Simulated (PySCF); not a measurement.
PySCF job for AlFH4O3Si, SMILES [SiH2]([O][Al]([OH])[OH])F, TDDFT-PBE/def2-SVPD. Geometry optimised at TPSSh-D3(BJ)/def2-SVP. The structure was generated by enumeration; whether it is a known compound was not checked. Other conformers were not sampled.

```python
import numpy as np
from pyscf import gto, scf, dft, tdscf

mol = gto.M(
    atom='''
    Si    1.94785510   -0.02600730   -0.27983984
    F     2.44881344    0.30410680    1.23325344
    O     0.33281588    0.20652680   -0.36637452
    Al   -1.33428676   -0.04882422   -0.14028015
    O    -1.89457647   -1.64703562   -0.02947469
    O    -2.42752321    1.24897843   -0.05400706
    H     2.30672263   -1.43554333   -0.56047244
    H     2.63824277    0.91824950   -1.18792966
    H    -2.82564863   -1.86465247    0.09425022
    H    -2.16861099    2.17604513   -0.10487915
    ''',
    basis='def2-SVPD',
    charge=0,
    spin=0,
    max_memory=1600,
    verbose=4,
)
mf = dft.RKS(mol, xc='pbe').density_fit(auxbasis='def2-universal-jkfit')
mf.grids.level = 3
mf.conv_tol = 1e-9
mf.max_cycle = 100
mf.kernel()
mf.grids = dft.Grids(mol).set(level=1).build(with_non0tab=True)  # coarser grid for the response kernel
td = tdscf.TDDFT(mf)
td.singlet = True
td.nstates = 10
td.conv_tol = 1e-4
td.positive_eig_threshold = 1e-6
td.kernel(x0=td.get_init_guess(mf, 15))
td.analyze()
tt = tdscf.TDA(mf)
tt.singlet = False
tt.nstates = 4
tt.conv_tol = 1e-4
tt.positive_eig_threshold = 1e-6
tt.kernel(x0=tt.get_init_guess(mf, 9))
tt.analyze(verbose=3)
```

Output:

```
PySCF version 2.14.0

[INPUT] verbose = 4
[INPUT] num. atoms = 10
[INPUT] num. electrons = 64
[INPUT] charge = 0
[INPUT] spin (= nelec alpha-beta = 2S) = 0
[INPUT] symmetry False subgroup None
[INPUT] Mole.unit = angstrom
[INPUT] Symbol           X                Y                Z      unit          X                Y                Z       unit  Magmom
[INPUT]  1 Si     1.947855100000  -0.026007300000  -0.279839840000 AA    3.680912669337  -0.049146674239  -0.528820656342 Bohr   0.0
[INPUT]  2 F      2.448813440000   0.304106800000   1.233253440000 AA    4.627586731754   0.574678564618   2.330511243778 Bohr   0.0
[INPUT]  3 O      0.332815880000   0.206526800000  -0.366374520000 AA    0.628930863106   0.390279089383  -0.692347501819 Bohr   0.0
[INPUT]  4 Al    -1.334286760000  -0.048824220000  -0.140280150000 AA   -2.521436548033  -0.092264404046  -0.265091064213 Bohr   0.0
[INPUT]  5 O     -1.894576470000  -1.647035620000  -0.029474690000 AA   -3.580230650345  -3.112446239203  -0.055699091706 Bohr   0.0
[INPUT]  6 O     -2.427523210000   1.248978430000  -0.054007060000 AA   -4.587354027925   2.360227168189  -0.102058552193 Bohr   0.0
[INPUT]  7 H      2.306722630000  -1.435543330000  -0.560472440000 AA    4.359074016036  -2.712783733646  -1.059139411967 Bohr   0.0
[INPUT]  8 H      2.638242770000   0.918249500000  -1.187929660000 AA    4.985556285414   1.735240069019  -2.244861712648 Bohr   0.0
[INPUT]  9 H     -2.825648630000  -1.864652470000   0.094250220000 AA   -5.339702034952  -3.523682485794   0.178107102980 Bohr   0.0
[INPUT] 10 H     -2.168610990000   2.176045130000  -0.104879150000 AA   -4.098080841822   4.112129330394  -0.198192869677 Bohr   0.0

nuclear repulsion = 359.107218606603
number of shells = 72
number of NR pGTOs = 256
number of NR cGTOs = 172
basis = def2-SVPD
ecp = {}


[settings echo left out]
init E= -859.362512872656
  HOMO = -0.34231754919177  LUMO = -0.107293505771801  gap/eV = 6.39533
cycle= 1 E= -858.680648378171  delta_E= 0.682  |g|=  1.5  |ddm|= 4.61
  HOMO = -0.0821212257359183  LUMO = -0.0185424285315436  gap/eV = 1.73007
cycle= 2 E= -856.537367138988  delta_E= 2.14  |g|= 3.48  |ddm|= 7.11
  HOMO = -0.271224210292107  LUMO = -0.0807356756664119  gap/eV = 5.18346
cycle= 3 E= -859.101732968231  delta_E= -2.56  |g|= 0.171  |ddm|= 5.81
  HOMO = -0.274443295151061  LUMO = -0.063822749815142  gap/eV = 5.73128
cycle= 4 E= -859.103237164938  delta_E= -0.0015  |g|= 0.189  |ddm|= 0.465
  HOMO = -0.27780053607088  LUMO = -0.0654184445429777  gap/eV = 5.77921
cycle= 5 E= -859.109162155112  delta_E= -0.00592  |g|= 0.0291  |ddm|= 0.175
  HOMO = -0.275562557577228  LUMO = -0.0669880512477676  gap/eV = 5.67560
cycle= 6 E= -859.10932507882  delta_E= -0.000163  |g|= 0.013  |ddm|= 0.0534
  HOMO = -0.275867525996456  LUMO = -0.0671183678364753  gap/eV = 5.68035
cycle= 7 E= -859.109353464596  delta_E= -2.84e-05  |g|= 0.00439  |ddm|= 0.0156
  HOMO = -0.27589719671857  LUMO = -0.0671550076794931  gap/eV = 5.68016
cycle= 8 E= -859.109357382681  delta_E= -3.92e-06  |g|= 0.000563  |ddm|= 0.0074
  HOMO = -0.275948205694585  LUMO = -0.0671939142622597  gap/eV = 5.68049
cycle= 9 E= -859.109357451256  delta_E= -6.86e-08  |g|= 0.000171  |ddm|= 0.000912
  HOMO = -0.275943759944532  LUMO = -0.0671929567824758  gap/eV = 5.68040
cycle= 10 E= -859.109357449666  delta_E= 1.59e-09  |g|= 0.000195  |ddm|= 0.000368
  HOMO = -0.2759482706846  LUMO = -0.067193254043274  gap/eV = 5.68051
cycle= 11 E= -859.109357456868  delta_E= -7.2e-09  |g|= 2.11e-05  |ddm|= 0.000213
  HOMO = -0.275947175780834  LUMO = -0.0671940769078234  gap/eV = 5.68046
cycle= 12 E= -859.109357456962  delta_E= -9.37e-11  |g|= 3.1e-06  |ddm|= 4.13e-05
  HOMO = -0.275947185664209  LUMO = -0.0671938320805561  gap/eV = 5.68047
Extra cycle  E= -859.109357456964  delta_E= -1.82e-12  |g|= 3.79e-06  |ddm|= 1.06e-05
converged SCF energy = -859.109357456964
tot grids = 43496
Overwritten attributes  positive_eig_threshold  of <class 'pyscf.tdscf.rks.CasidaTDDFT'>


******** <class 'pyscf.tdscf.rks.CasidaTDDFT'> for <class 'pyscf.df.df_jk.DFRKS'> ********
nstates = 10 singlet
deg_eia_thresh = 1.000e-03
wfnsym = None
conv_tol = 0.0001
eigh lindep = 1e-12
eigh level_shift = 0
eigh max_cycle = 100


Excitation energies (eV)
[5.72738015 5.92815986 6.29219339 6.59763389 6.68007039 7.05255593
 7.25626292 7.33376135 7.43830091 7.44298675]

** Singlet excitation energies and oscillator strengths **
Excited State   1:      5.72738 eV    216.48 nm  f=0.0049
      32 -> 33       -0.70578
Excited State   2:      5.92816 eV    209.14 nm  f=0.0001
      31 -> 33        0.70674
Excited State   3:      6.29219 eV    197.04 nm  f=0.0247
      30 -> 33        0.70347
Excited State   4:      6.59763 eV    187.92 nm  f=0.0287
      29 -> 33       -0.69913
Excited State   5:      6.68007 eV    185.60 nm  f=0.0596
      28 -> 33        0.69231
Excited State   6:      7.05256 eV    175.80 nm  f=0.0724
      27 -> 33        0.69771
Excited State   7:      7.25626 eV    170.87 nm  f=0.0046
      32 -> 34        0.68370
      32 -> 35        0.16379
Excited State   8:      7.33376 eV    169.06 nm  f=0.0174
      26 -> 33       -0.69998
Excited State   9:      7.43830 eV    166.68 nm  f=0.0039
      31 -> 34       -0.24598
      31 -> 35        0.14310
      32 -> 34       -0.15041
      32 -> 35        0.62613
Excited State  10:      7.44299 eV    166.58 nm  f=0.0023
      31 -> 34        0.55029
      31 -> 35       -0.33626
      32 -> 35        0.27762

** Transition electric dipole moments (AU) **
state          X           Y           Z        Dip. S.      Osc.
  1         0.0179     -0.1864      0.0074      0.0351      0.0049
  2         0.0142      0.0020      0.0203      0.0006      0.0001
  3         0.1622     -0.0276      0.3645      0.1600      0.0247
  4        -0.3295     -0.1565      0.2113      0.1777      0.0287
  5        -0.4230      0.4154      0.1132      0.3643      0.0596
  6         0.1604      0.1016      0.6188      0.4189      0.0724
  7        -0.0334     -0.1178      0.1033      0.0257      0.0046
  8        -0.1493     -0.2200      0.1621      0.0970      0.0174
  9        -0.0627      0.1321     -0.0083      0.0215      0.0039
 10        -0.0096     -0.1098      0.0177      0.0125      0.0023

** Transition velocity dipole moments (imaginary part, AU) **
state          X           Y           Z        Dip. S.      Osc.
  1         0.0030     -0.0371      0.0010      0.0014      0.0044
  2         0.0033      0.0005      0.0042      0.0000      0.0001
  3         0.0374     -0.0067      0.0820      0.0082      0.0235
  4        -0.0845     -0.0370      0.0500      0.0110      0.0302
  5        -0.1053      0.1082      0.0270      0.0235      0.0639
  6         0.0435      0.0252      0.1578      0.0274      0.0705
  7        -0.0089     -0.0356      0.0290      0.0022      0.0055
  8        -0.0411     -0.0586      0.0435      0.0070      0.0173
  9        -0.0161      0.0405     -0.0012      0.0019      0.0046
 10        -0.0032     -0.0284      0.0050      0.0008      0.0021

** Transition magnetic dipole moments (imaginary part, AU) **
state          X           Y           Z
  1        -0.0727     -0.0091     -0.2663
  2         0.6306     -0.0156     -0.0749
  3         0.0108     -0.7265      0.0812
  4        -0.0944     -0.2617     -0.7098
  5        -0.0285     -0.1325      0.3429
  6        -0.0762     -0.3005      0.1102
  7         0.6268     -0.1024      0.0463
  8         0.1418     -0.0654      0.0293
  9        -0.8577     -0.0147      0.0643
 10        -0.3619     -0.0356     -0.1282
Overwritten attributes  positive_eig_threshold  of <class 'pyscf.tdscf.rks.TDA'>


******** <class 'pyscf.tdscf.rks.TDA'> for <class 'pyscf.df.df_jk.DFRKS'> ********
nstates = 4 triplet
deg_eia_thresh = 1.000e-03
wfnsym = None
conv_tol = 0.0001
eigh lindep = 1e-12
eigh level_shift = 0
eigh max_cycle = 100


Excitation energies (eV)
[5.61697576 5.71002758 6.01631799 6.34187659]

** Triplet excitation energies and oscillator strengths **
Excited State   1:      5.61698 eV    220.73 nm  f=0.0000
Excited State   2:      5.71003 eV    217.13 nm  f=0.0000
Excited State   3:      6.01632 eV    206.08 nm  f=0.0000
Excited State   4:      6.34188 eV    195.50 nm  f=0.0000
```

Self-consistency was reached.

Cost: around 70 core-seconds (rough).
